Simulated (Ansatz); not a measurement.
Isolated molecules relaxed with PBE0-D4/def2-TZVP in Ansatz; ΔE leaves out vibrations. CCSD(T)/CBS adds triple-zeta CCSD(T) − MP2 to the extrapolated MP2 energy (def2 sets, frozen cores). Elements past krypton have def2 core potentials. For Ge, Sn outer-core shells are correlated without core-valence functions, which leaves a few kJ/mol of doubt a bond. Scalar relativity is left out up to krypton.

`[GeH3][C]1=CO1` + `[SnH4]` → `[SnH3][C]1=CO1` + GeH₄  (formal exchange of groups at a C–Ge bond)

```json
{"species": "`[GeH3][C]1=CO1`", "CCSD(T)/CBS(def2) energy (Eh)": "-2229.63692"}
{"species": "`[SnH4]`", "CCSD(T)/CBS(def2) energy (Eh)": "-216.39156"}
{"species": "`[SnH3][C]1=CO1`", "CCSD(T)/CBS(def2) energy (Eh)": "-367.53624"}
{"species": "GeH₄", "CCSD(T)/CBS(def2) energy (Eh)": "-2078.49493"}
```

(1) Work out ΔE.

(2) What do rigid-rotor, harmonic-oscillator terms from PBE0-D4/def2-TZVP frequencies (298.15 K, 1 bar) make of the CCSD(T)/CBS value? (Estimate.)

Largest T1 diagnostic among the species: 0.026, so the coupled-cluster value is less sure than usual.

Answers

(1) ΔE = (-367.53624) + (-2078.49493) − (-2229.63692) − (-216.39156) = -0.00269 Eh = -1.7 kcal/mol.

(2) Ansatz gave: ΔZPE = +0.4 kcal/mol, ΔH = -1.3 kcal/mol, ΔS = -2 J/(mol·K), ΔG = -1.2 kcal/mol.

From r2SCAN to r2SCAN0 (25 % exact exchange), in def2-TZVPP and without D4, ΔE moves by +1.2 kcal/mol. Leaving LDA and LC-ωPBE aside and taking each functional with its dispersion term where it has one, the values, not all of them listed here, spread over 2.7 kcal/mol, from BLYP-D4 to PBE-QIDH. LDA lies +1.6 kcal/mol from PBE without D4.
